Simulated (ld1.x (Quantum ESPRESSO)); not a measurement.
# Configuration tests for Ir (Z = 77) (TM)

```
Element                 : Ir (Z = 77)
Generator               : ld1.x (Quantum ESPRESSO) 7.5
Type                    : norm-conserving Troullier–Martins (Kleinman–Bylander form)
Functional              : PBE
Relativity              : fully relativistic
Frozen core             : [Xe] 4f14
Valence charge          : 9
Reference configuration : 5d7 6s2 6p0
Partial waves           : 6p (bound, empty): rc 3.45 bohr; 5d (bound): rc 1.55 bohr; 6s (bound): rc 1.95 bohr
Local potential         : the s channel
Core correction         : Bessel-smoothed model core inside 0.90 bohr
```

Open shells are filled in proportion to 2j + 1 (rel_dist='average').

Energies are relative to the spin-unpolarised reference configuration 5d7 6s2 6p0; without spin polarisation the order of configurations can differ from experiment.

```json
{"valence configuration": "5d7 6s1 6p0", "charge": "+1", "ΔE all-electron (eV)": "9.888", "error AE − PS (meV)": "-5.8"}
{"valence configuration": "5d7 6s0 6p0", "charge": "+2", "ΔE all-electron (eV)": "27.362", "error AE − PS (meV)": "-35"}
{"valence configuration": "5d6 6s0 6p0", "charge": "+3", "ΔE all-electron (eV)": "57.898", "error AE − PS (meV)": "-148"}
{"valence configuration": "5d7 6s1.5 6p0", "charge": "+0.5", "ΔE all-electron (eV)": "4.040", "error AE − PS (meV)": "-1.3"}
{"valence configuration": "5d6 6s2 6p0", "charge": "+1", "ΔE all-electron (eV)": "12.201", "error AE − PS (meV)": "-42"}
{"valence configuration": "5d7 6s1 6p1", "charge": "0", "ΔE all-electron (eV)": "5.261", "error AE − PS (meV)": "-0.7"}
```

Task: What are ΔE and the potential's error for 5d6 6s2 6p1?

Result: ΔE = 7.099 eV all-electron; the error (AE − PS) is -76 meV.

Levels in the configuration 5d7 6s1.5 6p0:

```json
{"level": "5d j=3/2", "all-electron (eV)": "-11.868", "pseudo (eV)": "-11.856"}
{"level": "5d j=5/2", "all-electron (eV)": "-10.624", "pseudo (eV)": "-10.615"}
{"level": "6s j=1/2", "all-electron (eV)": "-9.856", "pseudo (eV)": "-9.861"}
```
